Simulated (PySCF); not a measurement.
**Bi⁺: ionisation energy**

Bi⁺ [Xe] 4f14 5d10 6s2 6p2 (3P) → Bi²⁺ [Xe] 4f14 5d10 6s2 6p1 (2P), as a difference of total energies. Calculation: PySCF 2.14, in ANO-RCC-VTZP (8s7p5d3f2g, 93 functions); scalar relativity by spin-free X2C-1e. Correlated levels: valence: [Xe] 4f14 5d10 frozen; valence and next inner shell: [Kr] 4d10 4f14 frozen. The calculations carry no spin-orbit coupling.

Problem. Order these methods by the ionisation energy they give, lowest first.
A. SCS-MP2 (valence)
B. UHF
C. MP2 (valence)
D. SCS-MP2 (valence and next inner shell)

Solution. B (15.355 eV), A (15.578 eV), C (15.632 eV), D (15.757 eV).

Spin-orbit coupling is strong in these open shells (close to jj coupling). The scalar numbers leave it out and a first-order estimate fails, so it can dominate the gap to the real levels.

Errors of the correlated levels include the incompleteness of this basis and the frozen core.

For comparison: 16.703 eV (measured; NIST Atomic Spectra Database, ionization energies).
